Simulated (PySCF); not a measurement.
**BeGe: frontier orbitals**

PBE0 at R = 2.177 Å; Be x2c-SVPall, Ge x2c-SVPall; spin-free X2C with a Gaussian nucleus (PySCF 2.14). State: ³Σ⁻ (triplet), unpaired electrons π ↑↑. Only the outer orbitals are listed, counted within each symmetry.

| spin | orbital | occ. | ε (eV) | on Be (%) | main shells (%) |
| --- | --- | --- | --- | --- | --- |
| α | 8σ | 1 | -14.05 | 12 | 87 Ge s |
| α | 9σ | 1 | -7.34 | 46 | 44 Be s, 43 Ge p, 10 Ge s |
| α | 4π | 1 | -5.53 | 23 | 76 Ge p, 23 Be p |
| α | 4π | 1 | -5.53 | 23 | 76 Ge p, 23 Be p |
| α | 10σ | 0 | -2.97 | 81 | 42 Be s, 39 Be p, 19 Ge p |
| α | 5π | 0 | -0.82 | 75 | 75 Be p, 24 Ge p |
| α | 5π | 0 | -0.82 | 75 | 75 Be p, 24 Ge p |
| β | 8σ | 1 | -12.20 | 16 | 83 Ge s, 11 Be s |
| β | 9σ | 1 | -6.57 | 65 | 61 Be s, 25 Ge p, 9 Ge s |
| β | 10σ | 0 | -3.11 | 61 | 51 Be p, 34 Ge p, 10 Be s |
| β | 4π | 0 | -2.52 | 49 | 51 Ge p, 49 Be p |
| β | 4π | 0 | -2.52 | 49 | 51 Ge p, 49 Be p |

Task: Which are the highest filled and the lowest empty level, where do they sit, and how wide is the gap?

Result: Highest filled α 4π at -5.53 eV (in %: 76 Ge p, 23 Be p); lowest empty β 10σ at -3.11 eV (in %: 51 Be p, 34 Ge p, 10 Be s); the gap at PBE0 is 2.42 eV.

The bond order (Mayer) is 1.71, the ⟨S²⟩ is 2.106 and the charge on Be (Mulliken, basis-dependent) is 0.15. The charge on Be (Löwdin, basis-dependent) is 0.04 and the dipole moment (positive dipole means Be(−)Ge(+)) is -1.70 D. The polarisability along the bond is 121.6 bohr³ and the polarisability across the bond is 56.8 bohr³.

Spin–orbit coupling is left out. The state is the lowest determinant that a PBE0 search found; another state may lie lower at other levels.
